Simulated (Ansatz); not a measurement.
Ansatz results at the PBE0-D4/def2-TZVP geometry: HOMO energy (B3LYP/def2-TZVPP) -6.35 eV; LUMO energy (PBE/def2-TZVPP) -1.37 eV; HOMO–LUMO gap (PBE/def2-TZVPP) 4.03 eV.

Each molecule was computed in one conformer, which needn't be the lowest.

Q: Which molecule gave them?
A. `N[Si]1([AlH2])CO1`
B. `C1CSC1`
C. `[SiH3]O[CH]1[NH][AlH]1`
D. `CC(O)S`

A: C. The others give `N[Si]1([AlH2])CO1`: -6.62, -2.94, 2.66; `C1CSC1`: -6.04, -0.84, 4.20; `CC(O)S`: -6.75, -0.37, 5.36.

B3LYP here is the variant with VWN-RPA as its local correlation; programs differ in this.
